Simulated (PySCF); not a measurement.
# One molecule, several mistakes: ClH5NSi2 cation

All numbers below are calculated, not measured. They come from PySCF 2.14.0, an open-source quantum chemistry program, on an isolated molecule that a program drew, which may never have been made. The molecule is ClH5NSi2 cation (charge +1, singlet), drawn as the SMILES string `[SiH2+]N[SiH2]Cl`.

Each row is a Hartree-Fock (HF) and frozen-core CCSD(T) single point in the cc-pV(D+d)Z basis, meant for a local HF minimum. Run 1 is clean. Each other run has one planted mistake out of seven kinds, and not every kind appears here: one electron removed, one electron added, multiplicity raised by two, geometry at a saddle point, minimal basis STO-3G, one bond length entered in bohr, all coordinates scaled. The reference is restricted for singlets and unrestricted otherwise, and also for a bond in bohr. Adding or removing an electron swaps singlet and doublet. Electrons count all cores. HOMO and LUMO are orbital energies over both spins, the gradient is its largest component, and the lowest frequency (negative if imaginary) is given only where the gradient is small. Bond lengths are over the 8 bonds as drawn. T1 is the CCSD diagnostic: over 0.02 (restricted) or 0.045 (unrestricted) a single reference is doubtful.

Geometry of the clean run:
```xyz
9
ClH5NSi2 cation, angstrom
Si   -1.0895    0.4103   -0.2614
N     0.3311   -0.3906   -0.1281
Si    0.8719   -1.8186    0.8513
Cl   -0.7771   -2.4046    1.8957
H    -1.1484    1.5442   -1.1767
H    -2.2489   -0.0037    0.5129
H     1.0753   -0.0221   -0.7092
H     1.9256   -1.3431    1.7443
H     1.2935   -2.8433   -0.1006
```

| run | electrons | basis functions | <S^2> | HOMO (eV) | LUMO (eV) | gradient (hartree/bohr) | lowest frequency (cm^-1) | mean bond (Å) | longest bond (Å) | T1 | HF (hartree) | CCSD(T) (hartree) | mistake |
|---|---|---|---|---|---|---|---|---|---|---|---|---|---|
| 1 | 56 | 108 | 0.000 | -16.49 | -4.41 | 2.5e-05 | 58 | 1.5420 | 2.038 | 0.0150 | -1094.57358 | -1095.12345 | no fault |
| 2 | 56 | 108 | 0.000 | -16.69 | -4.29 | 3.8e-02 | - | 1.4726 | 1.946 | 0.0130 | -1094.55176 | -1095.09500 | all coordinates scaled |
| 3 | 56 | 108 | 2.033 | -12.46 | -7.16 | 1.5e-01 | - | 1.5420 | 2.038 | 0.0214 | -1094.42776 | -1094.94747 | ? |
| 4 | 56 | 37 | 0.000 | -14.69 | -1.16 | 3.2e-02 | - | 1.5420 | 2.038 | 0.0242 | -1082.34772 | -1082.53709 | ? |

**Which mistake was planted in run 3, and what did it cost?**

Electrons, basis and geometry are unchanged, and <S^2> is 2.033, beside S(S+1) = 2.00 for a multiplicity of 3. So the mistake is: multiplicity raised by two. Subtracting run 1 and multiplying by 627.51 kcal/mol a hartree, the energy moved by 91.5 kcal/mol in HF and 110.4 kcal/mol in CCSD(T).

**Which mistake was planted in run 4, and what did it cost?**

It has 37 basis functions where the clean run has 108, with the same electrons and geometry. So the mistake is: minimal basis STO-3G. Subtracting run 1 and multiplying by 627.51 kcal/mol a hartree, the energy moved by 7671.8 kcal/mol in HF and 7898.1 kcal/mol in CCSD(T).

Cautions from the logs. Run 4: T1 is over the limit, so its CCSD(T) energy is less reliable.
